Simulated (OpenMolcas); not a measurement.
Pr4+: ligand-field states by method

Pr4+ with 8 ligands (chloride) in square antiprismatic coordination (D4d) at 2.72 Å, a polar angle of 64.7° against the regular 57.3°. A charge of +0.5 e stands 3.2 Å behind each ligand. Ligand basis ANO-RCC-VDZP.

* Program: OpenMolcas
* Basis: ANO-RCC-VDZP [7s6p4d2f1g]
* Scalar Hamiltonian: DKH2, point nucleus
* Active space: 1 electron in 7 orbitals (4f)
* State averaging: 2S+1 = 2 odd, 7 roots
* Spin-orbit coupling: state interaction with AMFI integrals over the reference wave functions

I. CASSCF
II. SS-CASPT2, IPEA 0.25 Eh, imaginary shift 0.1 Eh (closed shells correlated: 5s 5p and the ligand valence shells)

Spin-free states in cm-1, each column counted from its own energy of the first state listed:

```csv
State,Degeneracy,I,II
2S+1 = 2,2,0,0
2S+1 = 2,1,309,590
2S+1 = 2,2,831,1130
2S+1 = 2,2,871,1060
```

From I to II, I's first state of the same spin (2S+1 = 2) moves from 309 to 590 cm-1, by about +280 cm-1.

With spin-orbit coupling the lowest J multiplet is 739 (I), 847 (II) cm-1 wide, a factor of 1.15 from I to II.

χT at 300 K: I 0.68, II 0.65 cm3 K/mol.

Over all roots computed the reference weight is 0.60 in II; a low but even weight reflects the number of correlated electrons. Splittings of an f shell from a small cluster at a set distance can be off by tens of per cent, mostly too small (holds for II). No measured value stands beside these numbers; the geometry was imposed, not optimised, and the real ion may take another.
